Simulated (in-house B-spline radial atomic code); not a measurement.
Whole-atom quantities along the 65-electron series, configuration [Xe] 4f11. Computed with a B-spline radial code for spherical atoms: non-relativistic Hartree-Fock, average of the configuration, point nuclei.

This level leaves out relativity, spin-orbit splitting included, which matters for heavy ions.

| ion | Z | E/Z² (Eh) | Σ<r²> (bohr²) | n(0)/Z³ (bohr⁻³) | Lamb diamagnetic shielding (ppm) | repulsion over attraction |
| --- | --- | --- | --- | --- | --- | --- |
| Ho2+ | 67 | -2.6876 | 38.093 | 0.71296 | 7594.27 | 0.15823 |
| Er3+ | 68 | -2.7026 | 34.043 | 0.71341 | 7742.29 | 0.15734 |
| Tm4+ | 69 | -2.7173 | 30.818 | 0.71385 | 7889.72 | 0.15635 |
